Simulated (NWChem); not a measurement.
System meant: SiHOCl, singlet; SMILES O[Si]Cl

Here is an NWChem input.

```
start job
memory heap 200 mb stack 900 mb global 1100 mb
geometry units angstroms noautosym nocenter noautoz
  Si     0.631639     0.611268     0.000000
  Cl    -0.119745    -1.362943     0.000000
  O     -0.816070     1.436518     0.000000
  H     -0.718957     2.403061     0.000000
end
basis spherical
  Si library def2-svp
  Cl library def2-svp
  O library def2-svp
  H library def2-svp
end
dft
  xc m06-l
  iterations 150
end
property
  shielding
end
task dft property
```

End of the output:

```
 Vector   23  Occ=0.000000D+00  E= 3.078798D-02
              MO Center= -8.6D-02,  1.1D+00,  3.0D-11, r^2= 4.3D+00
   Bfn.  Coefficient  Atom+Function         Bfn.  Coefficient  Atom+Function
  ----- ------------  ---------------      ----- ------------  ---------------
    52     -0.757608  4 H  s                 39      0.706108  3 O  s
    11      0.623419  1 Si px                30      0.456973  2 Cl py
    12      0.445274  1 Si py                22      0.371389  2 Cl s
     3     -0.331816  1 Si s                  8      0.236004  1 Si px
     4     -0.226548  1 Si s                 51     -0.216188  4 H  s

 center of mass
 --------------
 x =  -0.00693914 y =  -0.12197306 z =   0.00000000

 moments of inertia (a.u.)
 ------------------
         406.764962482803          14.291262010379           0.000000000000
          14.291262010379          81.546355553635           0.000000000000
           0.000000000000           0.000000000000         488.311318036438

     Multipole analysis of the density
     ---------------------------------

     L   x y z        total         alpha         beta         nuclear
     -   - - -        -----         -----         ----         -------
     0   0 0 0     -0.000000    -20.000000    -20.000000     40.000000

     1   1 0 0      0.199412      0.515669      0.515669     -0.831925
     1   0 1 0      1.060514      1.207794      1.207794     -1.355073
     1   0 0 1      0.000000      0.000000      0.000000      0.000000

     2   2 0 0    -25.039925    -33.364214    -33.364214     41.688503
     2   1 1 0     -0.678542      4.885529      4.885529    -10.449599
     2   1 0 1     -0.000000     -0.000000     -0.000000      0.000000
     2   0 2 0    -19.346201   -115.187133   -115.187133    211.028065
     2   0 1 1     -0.000000     -0.000000     -0.000000      0.000000
     2   0 0 2    -21.858515    -10.929257    -10.929257      0.000000

          -----------------------------------------
          Chemical Shielding Tensors (GIAO, in ppm)
          -----------------------------------------

 ------------------------------------------------------------------------
  xm06: d2 not coded                    0
 ------------------------------------------------------------------------
 ------------------------------------------------------------------------
  current input line :
    22: task dft property
 ------------------------------------------------------------------------
 ------------------------------------------------------------------------
 This error has not yet been assigned to a category
 ------------------------------------------------------------------------
 For more information see the NWChem manual at https://nwchemgit.github.io

0: xm06: d2 not coded:Received an Error in Communication
```

Problem. Can this run be used? If not, why, and what is the fix?

Solution. The run crashed. Cause: this functional's second derivatives, which shieldings need, aren't coded here; the fix takes a hybrid GGA instead. This input runs:
```
start job
memory heap 200 mb stack 900 mb global 1100 mb
geometry units angstroms noautosym nocenter noautoz
  Si     0.631639     0.611268     0.000000
  Cl    -0.119745    -1.362943     0.000000
  O     -0.816070     1.436518     0.000000
  H     -0.718957     2.403061     0.000000
end
basis spherical
  * library def2-svp
end
dft
  xc pbe0
  iterations 150
end
property
  shielding
end
task dft property
```
It converges to -824.92661 Ha (PBE0/def2-SVP, GIAO).
